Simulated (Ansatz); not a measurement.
`O[SiH]([SiH3])N[SiH3]` → `[SiH3]N[SiH3]` + `O[SiH]`  (silylene formation by 1,1-elimination)

Isolated molecules relaxed with PBE0-D4/def2-TZVP in Ansatz; ΔE leaves out vibrations. CCSD(T)/CBS is the MP2 limit (def2-TZVPP, def2-QZVPP) plus CCSD(T) − MP2 in def2-TZVPP, frozen cores. This one scheme is used for every species. Functionals use def2-TZVPP. Each species was taken in one conformer, which may not be the lowest.

`O[SiH]([SiH3])N[SiH3]`:

```xyz
14

O    -1.051   -1.533    1.670
Si    0.050   -0.393    1.200
Si    1.492   -1.286   -0.427
N    -0.659    1.064    0.611
Si   -0.810    1.639   -1.009
H    -1.612   -1.911    0.991
H     0.763   -0.093    2.467
H     2.348   -0.244   -1.057
H     0.728   -1.983   -1.499
H     2.375   -2.289    0.229
H    -1.067    1.655    1.325
H    -2.226    1.949   -1.345
H    -0.322    0.556   -1.902
H    -0.010    2.869   -1.255
```

`[SiH3]N[SiH3]`:

```xyz
10

Si    0.459    0.118   -1.487
N     0.071    0.618    0.118
Si   -0.491   -0.333    1.444
H    -0.008   -1.282   -1.641
H     1.921    0.174   -1.767
H    -0.213    0.987   -2.492
H     0.250    1.591    0.326
H    -0.833   -1.675    0.913
H    -1.691    0.285    2.070
H     0.534   -0.483    2.515
```

`O[SiH]`:

```xyz
4

O    -0.498   -0.448   -0.393
Si    0.633    0.643    0.131
H    -0.657   -0.426   -1.340
H     0.522    0.232    1.602
```

CCSD(T)/CBS gives +2.07 eV.

(1) Another level gave +2.17 eV. Which?
A. PBE0-D4/def2-TZVPP
B. PBE-D4/def2-TZVPP
C. MP2/def2-TZVPP
D. ωB97M-V/def2-TZVPP

Largest T1 diagnostic among the species: 0.016.

Answers

(1) B. PBE-D4 2.17, ωB97M-V 1.97, MP2/def2-TZVPP 2.11, PBE0-D4 2.27 eV.

From PBE to PBE0 (25 % exact exchange), in def2-TZVPP and without D4, ΔE moves by +0.11 eV. The D4 term adds +0.21 eV with B3LYP and +0.12 eV with PBE0; it sums over pairs of atoms, weighted by their polarisabilities, and B3LYP, whose exchange is more repulsive, gets the larger term.

B3LYP here is the variant with VWN-RPA as its local correlation; programs differ in this.
